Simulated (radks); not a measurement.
Spin polarisation of the 4f12 shell in neutral erbium. Start: [Xe] 4f(up 6, down 6) 6s2; electrons of 4f are moved from spin down to spin up, other shells keep equal spins. Calculated with a radial shooting solver on a logarithmic mesh with Libxc functionals: scalar-relativistic Kohn-Sham, r2SCAN, spin-polarised, spherical densities, finite nucleus; meta-GGA in the generalised Kohn-Sham scheme; Fermi nuclear charge, rms radius of each element as measured or else 0.836 A^(1/3) + 0.57 fm.

| moment (Bohr magnetons) | E - E(0) (eV) | e(4f up) (eV) | e(4f down) (eV) | 6s down minus up (eV) | 5p down minus up (eV) |
|---|---|---|---|---|---|
| 0 | 0.000 | -3.076 | -3.076 | 0.000 | 0.000 |
| 0.5 | -0.064 | -3.329 | -2.817 | 0.017 | 0.169 |
| 1 | -0.256 | -3.575 | -2.552 | 0.034 | 0.338 |
| 1.5 | -0.576 | -3.816 | -2.281 | 0.052 | 0.507 |
| 2 | -1.024 | -4.051 | -2.004 | 0.069 | 0.676 |

At moment 2 the spin-polarisation energy is -1.024 eV and the 4f exchange splitting 2.047 eV, that is 1.023 eV per Bohr magneton; E = -I m^2/4 would give I = 1.024 eV.
